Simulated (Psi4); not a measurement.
Pair of molecules, SMILES N#N with SMILES C=C=C (the first has 2 atoms); geometry from B3LYP-D3(BJ)/def2-TZVP, rigid monomers moved along the line of their centres of mass till N1···H8 is 4.91 Å.
(charge 0, multiplicity 1):
```json
[
 {"atom": "N", "x (Å)": "0.3035", "y (Å)": "1.6979", "z (Å)": "0.8484"},
 {"atom": "N", "x (Å)": "0.3151", "y (Å)": "0.7442", "z (Å)": "0.3192"},
 {"atom": "C", "x (Å)": "-0.3243", "y (Å)": "-2.5336", "z (Å)": "5.2067"},
 {"atom": "C", "x (Å)": "-0.3409", "y (Å)": "-1.3453", "z (Å)": "5.7338"},
 {"atom": "C", "x (Å)": "-0.3562", "y (Å)": "-0.1530", "z (Å)": "6.2513"},
 {"atom": "H", "x (Å)": "-1.2354", "y (Å)": "-3.0101", "z (Å)": "4.8633"},
 {"atom": "H", "x (Å)": "0.6011", "y (Å)": "-3.0863", "z (Å)": "5.0927"},
 {"atom": "H", "x (Å)": "-0.2424", "y (Å)": "0.7294", "z (Å)": "5.6317"},
 {"atom": "H", "x (Å)": "-0.4831", "y (Å)": "-0.0023", "z (Å)": "7.3171"}
]
```

These are SAPT0/jun-cc-pV(D+d)Z (Psi4 1.11) values and carry that method's errors.

Question: Give the four SAPT terms and the total, and say what mostly holds the pair together.

Answer: electrostatics -0.1, exchange 0.0, induction 0.0, dispersion -0.3, total -0.4 kJ/mol; the largest attraction is dispersion.
